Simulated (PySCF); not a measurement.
CaH: frontier orbitals

PBE0 at R = 1.980 Å; Ca pcseg-2, H pcseg-2; no relativity (PySCF 2.14). State: ²Σ⁺ (doublet), unpaired electrons σ ↑. Only the outer orbitals are listed, counted within each symmetry.

```csv
spin,orbital,occ.,ε (eV),on Ca (%),main shells (%)
α,4σ,1,-49.80,100,100 Ca s
α,2π,1,-29.83,100,100 Ca p
α,2π,1,-29.83,100,100 Ca p
α,5σ,1,-29.62,100,100 Ca p
α,6σ,1,-6.58,33,"67 H s, 21 Ca s, 9 Ca d"
α,7σ,1,-4.02,95,"62 Ca s, 25 Ca p"
α,3π,0,-0.98,100,"79 Ca p, 21 Ca d"
α,3π,0,-0.98,100,"79 Ca p, 21 Ca d"
α,8σ,0,-0.63,103,"58 Ca d, 43 Ca p"
β,4σ,1,-49.67,100,100 Ca s
β,2π,1,-29.75,100,100 Ca p
β,2π,1,-29.75,100,100 Ca p
β,5σ,1,-29.41,100,100 Ca p
β,6σ,1,-6.24,36,"64 H s, 21 Ca s, 10 Ca d"
β,7σ,0,-1.89,96,"73 Ca s, 15 Ca p, 8 Ca d"
β,3π,0,-0.12,100,"71 Ca p, 29 Ca d"
β,3π,0,-0.12,100,"71 Ca p, 29 Ca d"
```

Which are the highest filled and the lowest empty level, where do they sit, and how wide is the gap?

Highest filled α 7σ at -4.02 eV (in %: 62 Ca s, 25 Ca p); lowest empty β 7σ at -1.89 eV (in %: 73 Ca s, 15 Ca p, 8 Ca d); the gap at PBE0 is 2.13 eV.

```json
{"bond order (Mayer)": "0.86", "⟨S²⟩": "0.751", "charge on Ca (Mulliken, basis-dependent)": "0.37", "charge on Ca (Löwdin, basis-dependent)": "0.33", "dipole moment (positive dipole means Ca(−)H(+))": "-2.47 D", "polarisability along the bond": "100.8 bohr³", "polarisability across the bond": "148.7 bohr³"}
```

Shares are Mulliken populations and can fall outside 0 to 100 %.

The state is the lowest determinant that a PBE0 search found; another state may lie lower at other levels.
